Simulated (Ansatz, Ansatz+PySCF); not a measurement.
```xyz
3

O     0.0000    0.8387   -0.7152
H     0.0000    1.5947   -0.1097
Cl    0.0000   -0.4885    0.3430
```

Basis set: def2-SVP (spherical functions). Frozen core: 6 orbitals. Charge 0, multiplicity 1.

Computed with Ansatz (development build ahead of 0.2.0); each method stands on the lowest determinant of its kind that the runs found. Restricted open shells among the atoms or ions are ROHF, correlated in semicanonical orbitals with singles. Restricted functionals stand beside restricted open-shell atoms, which can lie above the unrestricted atoms usual in DFT and then raise those values.

**Question.** Give the atomization energy at this shape (free ground-state atoms in the same class of orbitals less the molecule, no zero-point energy) of singlet HClO by ωB97X (restricted), ωB97X (unrestricted), r²SCAN (restricted), r²SCAN (unrestricted), PBE0 (unrestricted), PBE0 (restricted), PBE (restricted), PBE (unrestricted), RHF-CCSD(T), RHF-MP2, RHF, UHF.

**Answer.**

```json
{"method": "ωB97X (restricted)", "atomization energy": "6.90 eV"}
{"method": "ωB97X (unrestricted)", "atomization energy": "6.79 eV"}
{"method": "r²SCAN (restricted)", "atomization energy": "7.03 eV"}
{"method": "r²SCAN (unrestricted)", "atomization energy": "6.89 eV"}
{"method": "PBE0 (unrestricted)", "atomization energy": "6.78 eV"}
{"method": "PBE0 (restricted)", "atomization energy": "6.88 eV"}
{"method": "PBE (restricted)", "atomization energy": "7.42 eV"}
{"method": "PBE (unrestricted)", "atomization energy": "7.34 eV"}
{"method": "RHF-CCSD(T)", "atomization energy": "6.16 eV"}
{"method": "RHF-MP2", "atomization energy": "6.33 eV"}
{"method": "RHF", "atomization energy": "3.39 eV"}
{"method": "UHF", "atomization energy": "3.15 eV"}
```
